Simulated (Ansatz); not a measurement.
Ta(NH)(F)(OH)2 (FH3NO2Ta), SMILES [OH][Ta]([OH])([F])=[NH], multiplicity 1.

Geometry optimised at B3LYP-D3(BJ)/def2-SVP. The multiplicity is an assumed one; no other spin state was optimised. The structure was generated by enumeration; whether it is a known compound was not checked. The def2 effective core potentials stand for the cores of Ta; spin–orbit coupling is left out. One conformer was computed; it need not be the lowest.

Two levels are set side by side: PBE/def2-SVPD (Ansatz, a quantum-chemistry and plane-wave program) and PBE0/def2-SVPD (Ansatz). Energy differences of separate SCF runs at the same geometry; the states with an electron removed or added have multiplicity 2 and 2. Differences are taken from unrounded values.

```json
[
 {"quantity": "vertical ionisation energy (eV)", "PBE0": "10.05", "PBE": "9.98", "PBE minus PBE0": "-0.07"},
 {"quantity": "vertical singlet–triplet gap (eV)", "PBE0": "5.00", "PBE": "5.30", "PBE minus PBE0": "0.30"}
]
```
